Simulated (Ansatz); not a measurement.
Basis sets compared for the cluster SnSe4. Total charge 0; singlet. Geometry PBE-D4/def2-SVP. Ansatz on 4 threads of Arm Neoverse V2 on a shared host; times are rough, and most runs start from earlier orbitals.

Cartesian coordinates in Å:
```
Sn -1.025 0.896 -1.060
Se 0.135 1.550 1.412
Se 1.519 -0.231 -1.433
Se 0.771 -0.673 0.797
Se -1.400 -1.541 0.284
```

In the def2 sets Sn takes a core potential; there is no spin–orbit coupling. Another isomer (singlet) lies 0.51 eV lower at PBE0-D4/def2-TZVP; other spin states weren't run for this one.

Binding counts from free atoms (Sn triplet, Se triplet) in the same basis, without a counterpoise term.

```tsv
level	functions	energy (Eh)	HOMO (eV)	LUMO (eV)	binding per atom (eV)	wall time
PBE-D4/def2-SVP	154	-9818.0454	-5.13	-3.53	2.62	2.1 s
PBE0-D4/def2-SVP	154	-9818.3370	-6.30	-2.83	2.39	4.4 s
```

(1) Estimate the rows for PBE-D4/def2-TZVP (with forces), PBE0-D4/def2-TZVP.

## Answers

(1) 
```csv
level,functions,energy (Eh),HOMO (eV),LUMO (eV),binding per atom (eV),wall time
PBE-D4/def2-TZVP (with forces),242,-9819.2347,-5.26,-3.60,2.64,5.5 s
PBE0-D4/def2-TZVP,242,-9819.5270,-6.37,-2.86,2.44,15 s
```
